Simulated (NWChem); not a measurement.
System: C₂H₅FOSi; SMILES O[SiH2]/C=C/F

Here is an NWChem input.

```
start job
memory heap 200 mb stack 900 mb global 1100 mb
geometry units angstroms noautoz
  O     -0.726005    -2.311368     0.309331
  Si     0.453067    -1.210977    -0.177133
  C     -0.231706     0.504788    -0.452199
  C      0.182144     1.546346     0.289776
  F     -0.276175     2.797136     0.132740
  H     -1.217360    -2.048454     1.107163
  H      1.560690    -1.065892     0.839757
  H      0.986251    -1.791052    -1.450732
  H     -0.995561     0.705407    -1.224414
  H      0.937954     1.490392     1.094960
end
basis spherical
  O library def2-svp
  Si library def2-svp
  C library def2-svp
  F library def2-svp
  H library def2-svp
end
dft
  xc xwpbe 1.00 cpbe96 1.0 hfexch 1.00
  cam 0.15 cam_alpha 0.0 cam_beta 1.0
  iterations 150
  vectors input atomic output neutral.movecs
end
task dft energy
charge 1
dft
  odft
  mult 2
  vectors input atomic output cation.movecs
end
task dft energy
```

All runs use the structure optimised with PBE-D3(BJ)/def2-SVP.

Ions are spin-unrestricted doublets at the neutral geometry; other ion states weren't tried. Functional: LC-ωPBE (HJS hole) with def2-SVP; the question gives the range parameter ω in 1/bohr.

### Question
Predict the main results of this run. (LC-wPBE (HJS exchange hole, range parameter 0.15 per bohr)/def2-SVP, vertical spin-unrestricted ions.) Quantities: vertical ionisation energy, ΔSCF (eV); −ε(HOMO) (eV).

### Answer
```yaml
vertical ionisation energy, ΔSCF (eV): 9.89
"−ε(HOMO) (eV)": 8.68
```
